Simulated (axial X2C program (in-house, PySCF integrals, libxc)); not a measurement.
**Which molecule has these constants?**

Calculated with an in-house all-electron X2C program for linear molecules (integrals from PySCF), spin-free (one-electron X2C) or two-component (2c: spin–orbit coupling with atomic mean-field Coulomb and Gaunt terms, which also bring small scalar terms), in Dyall basis sets with cores contracted in-house; open shells are unrestricted.

A two-component PBE0 calculation in a Dyall 3-zeta basis gave Re = 2.320 Å, ωe = 390.2 cm⁻¹, Ω = 0.

Problem. Which molecule is it?
A. BS⁻
B. InS⁻
C. GaS⁻
D. AlS⁻

Solution. B. The others have BS⁻ 1.687 Å and 1000.3 cm⁻¹ (Ω = 0); GaS⁻ 2.127 Å and 450.1 cm⁻¹ (Ω = 0); AlS⁻ 2.101 Å and 572.6 cm⁻¹ (Ω = 0).

Each entry is the lowest single determinant of a limited PBE0 search at one distance. De goes to single-determinant-based atoms at the same level (for ions the charge split of lowest energy) and is withheld (n/a) where an atom does not fit its ground term or J level. Main or longest-lived isotopes. Some light 2c atoms are not at their ground J level, so De misses part of their lowering (0.04 eV or less). The functionals have no current term, which raises determinants with orbital currents.
